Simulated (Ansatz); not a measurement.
Relaxation of ClH₄OSn (7 atoms, charge 0, multiplicity 2), to a largest force component of 0.03 eV/Å in at most 50 steps.

All numbers below come from Ansatz, UKS B3LYP/def2-SVP.

```xyz
7
Properties=species:S:1:pos:R:3
Sn 0.015 0.023 -0.039
Cl 0.245 0.388 2.326
H 1.609 -0.063 -0.660
H -0.864 1.365 -0.640
H -0.840 -1.454 -0.213
O -0.105 -0.178 5.039
H -0.573 -0.883 4.547
```

Task: Where does it end, and by what steps?

Result: The run converged. The force dipped under the threshold on the way, but the program's further checks kept it going. After 41 steps the energy has fallen by 0.258 eV; O6 moved furthest, 2.01 Å.

```tsv
step	energy less start (eV)	largest force component (eV/Å)	accepted
0	0.0000	0.303	yes
2	0.0549	1.961	no
4	-0.0218	0.580	yes
6	-0.0517	0.732	yes
8	-0.0691	0.116	yes
10	-0.0441	1.692	no
12	-0.0902	0.218	yes
14	-0.1024	0.045	yes
16	-0.1158	0.337	yes
18	-0.1272	0.175	yes
20	-0.1357	0.104	yes
22	-0.1479	0.277	yes
24	-0.1550	0.538	yes
26	-0.1674	0.159	yes
28	-0.1694	0.010	yes
30	-0.1702	0.335	yes
32	-0.1941	0.072	yes
34	-0.2081	0.999	no
36	-0.2391	0.175	yes
38	-0.2456	0.585	no
40	-0.2569	0.047	no
41	-0.2584	0.018	yes
```

```xyz
7
Properties=species:S:1:pos:R:3
Sn 0.121 -0.156 0.528
Cl 1.414 0.765 2.339
H 1.106 0.128 -0.852
H -1.335 0.736 0.462
H -0.058 -1.825 0.850
O -1.314 -0.452 3.452
H -0.447 0.003 3.579
```

Whether the end is a true minimum wasn't checked by a vibrational analysis.

Run time: 3.7 min on 2 threads of Intel(R) Xeon(R) Platinum 8559C (Emerald Rapids), on a shared host, peak memory 0.32 GiB.
